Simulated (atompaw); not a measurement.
# What one change does to a pseudopotential (chlorine (Cl), PAW (atompaw))

chlorine (Cl), PAW, made with atompaw 4.2.0.5 (PBE, scalar-relativistic). Core [Ne], reference 3s2 3p4.5 (charge +0.5). Waves: 3s (bound): rc 1.35 bohr; 3s channel at -0.65 Ry: rc 1.45 bohr; 3p (bound): rc 1.45 bohr; 3p channel at -0.4 Ry: rc 1.45 bohr. Local part: bessel scheme, radius 0.95 bohr. Core correction: smooth core density matched at 1.25 bohr. Augmentation charge: sinc compensation charge, radius 1.25 bohr; PAW radius 1.45 bohr; waves and projectors: custom rrkj gramschmidtortho.

All-electron outer shells of the reference configuration (PBE, scalar-relativistic, ld1.x):

| shell | level (eV) | outermost node (bohr) | outermost maximum (bohr) |
| --- | --- | --- | --- |
| 3s | -26.19 | 0.55 | 1.27 |
| 3p | -13.81 | 0.53 | 1.41 |

Change: wave 3s channel at -0.65 Ry: rc 1.45 bohr becomes 3s channel at 8.44 Ry: rc 1.45 bohr.

Cutoffs: the cutoffs (Ry, on a coarse ladder) from which the occupation-weighted sum of valence levels, in a spherical-Bessel basis at the reference potential, stays within 10 and 1 mRy of its value at 400 Ry; they do not see the model core or the augmentation charge, which bear on the density cutoff.

Question: What does the change do?

Answer: The potential gets neither clearly harder nor softer (25 Ry and 40 Ry → 25 Ry and 40 Ry); the p channel sets the loose cutoff, while the largest relative change is in s, which becomes harder; neither file shows a bound ghost.

| quantity | base | changed |
| --- | --- | --- |
| cutoff, loose | 25 Ry | 25 Ry |
| cutoff, tight | 40 Ry | 40 Ry |
| loose cutoff by channel (10 mRy a level) | s 12 Ry, p 18 Ry | s 15 Ry, p 18 Ry |
| bound ghosts | none | none |
| s: phases at 1.45 bohr within 0.05 rad from the reference energy up to (Ry; the scan ends near 5) | 4.5 | to the end of the scan |
| p: phases at 1.45 bohr within 0.05 rad from the reference energy up to (Ry; the scan ends near 5) | to the end of the scan | to the end of the scan |
| lowest overlap eigenvalue by channel | s 0.15, p 0.78 | s 0.75, p 0.78 |

 The cutoffs see the waves, projectors and local potential, not the compensation charge or the core.
